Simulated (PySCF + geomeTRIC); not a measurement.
Species: ClFGa, SMILES `[F][Ga][Cl]` (charge 0, multiplicity 2).

**Question.** Give a relaxed geometry from PBE0-D4/def2-TZVP in PySCF + geomeTRIC.

**Answer.** the end point of this relaxation (outside a Z-matrix the atoms follow the SMILES, hydrogens last).
Z-matrix (Å, degrees):
```
Ga
F 1 1.7580
Cl 1 2.1573 2 117.65
```
